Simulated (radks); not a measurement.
Ni18+, 10 electrons, occupied as [Ne]. All-electron calculation, scalar-relativistic Kohn-Sham, PBEsol, spin-polarised, spherical densities, finite nucleus; Fermi nuclear charge, rms radius 3.7757 fm. Program: a radial shooting solver on a logarithmic mesh with Libxc functionals. Some entries of the table are withheld. Estimate them.

| orbital | occ. | eigenvalue (hartree) | <r^2> (bohr^2) |
|---|---|---|---|
| 1s | 2 | -326.5995 | (1) |
| 2s | 2 | -59.70170 | 0.06813 |
| 2p | 6 | -54.91925 | 0.05414 |
| 3s | 0 | -22.89425 | (2) |
| 3p | 0 | -21.44252 | 0.3961 |

Answer. 
(1) 1s <r^2> (bohr^2): 0.003934
(2) 3s <r^2> (bohr^2): 0.4085
